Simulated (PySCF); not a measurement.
Dipole response of Tl+ (thallium, charge +1)

[Xe] 4f14 5d10 6s2, closed-shell 1S. Calculation: PySCF 2.14, in aug-cc-pwCVTZ-DK3 (11s10p8d5f1g, 125 functions); the spin-free X2C one-electron Hamiltonian (Gaussian nucleus). Coupled (time-dependent) response in atomic units; α is the mean over directions.

| method | mean α (bohr³) | C₆ (like pair) | S(−4) |
| --- | --- | --- | --- |
| UHF | 24.07 | 194.1 | 195.2 |

S(−4) is the Cauchy moment in α(ω) = α(0) + S(−4) ω² + …

α(iu) at UHF:

```json
{"u (hartree)": "0", "α(iu) (bohr³)": "24.07"}
{"u (hartree)": "0.0500", "α(iu) (bohr³)": "23.59"}
{"u (hartree)": "0.100", "α(iu) (bohr³)": "22.30"}
{"u (hartree)": "0.200", "α(iu) (bohr³)": "18.56"}
{"u (hartree)": "0.300", "α(iu) (bohr³)": "14.96"}
{"u (hartree)": "0.500", "α(iu) (bohr³)": "10.15"}
{"u (hartree)": "0.750", "α(iu) (bohr³)": "7.034"}
{"u (hartree)": "1.00", "α(iu) (bohr³)": "5.320"}
{"u (hartree)": "1.50", "α(iu) (bohr³)": "3.471"}
{"u (hartree)": "2.00", "α(iu) (bohr³)": "2.476"}
{"u (hartree)": "3.00", "α(iu) (bohr³)": "1.446"}
{"u (hartree)": "5.00", "α(iu) (bohr³)": "0.6611"}
```

For an ion, C₆ is the dispersion term alone; charge-induced terms of lower order in 1/R come first.

Spin-orbit coupling, which splits the p, d and f shells strongly at this Z, is absent.
